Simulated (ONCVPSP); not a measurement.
rubidium: ONCV pseudisation with LDA (Perdew-Zunger), scalar-relativistic reference atom.

ONCVPSP 4.0.1 input, shortened (lines: element, Z, core and valence counts, functional; n l f; lmax; l rc ep ncon nbas qcut; lloc lpopt rc5 dvloc0; l nproj debl; icmod fcfact rcfact), LDA (Perdew-Zunger), scalar-relativistic:

```
  Rb 37.00    6    2        3      upf
    1    0    2.00
    2    0    2.00
    2    1    6.00
    3    0    2.00
    3    1    6.00
    3    2   10.00
    4    0    2.00
    4    1    6.00
    2
    0    1.55    0.00    4    8    4.10
    1    2.00    0.00    5   10    7.80
    2    1.70    0.25    4    8    6.80
    4    5    1.20    0.00
    0    2    0.60
    1    2    3.50
    2    3    2.40
    3    2.75    1.65
```

In the s channel the program set the typed energies aside and used -1.389, 0.250 Ha.

All-electron outer shells of the reference configuration (LDA (Perdew-Zunger), scalar-relativistic, ld1.x):

```tsv
shell	level (eV)	outermost node (bohr)	outermost maximum (bohr)
4p	-21.79	0.64	1.42
```

(1) Estimate the cutoffs (Ha) at which the residual kinetic energy of the hardest occupied pseudo-wave falls to 1 and 0.1 mHa per electron.

(2) What does a ghost test show?

(3) Which valence shell sets the plane-wave cutoff?

(4) Tests: 4s2 4p6 5s1; 4s2 4p6 5s0.5; 4s2 4p6 5p1; 4s2 4p6 4d1. Which has the largest error in its energy relative to the reference configuration, and how large is it?

## Answers

(1) 62 Ha and 75 Ha.

(2) No bound ghost flagged; GHOST(+) flagged for s at 124.9 eV.

(3) 4s: 62 Ha for 1 mHa per electron, against 17 Ha for 4p.

(4) 4s2 4p6 4d1, with -0.5 meV (all-electron minus pseudo) on -1.96 eV.
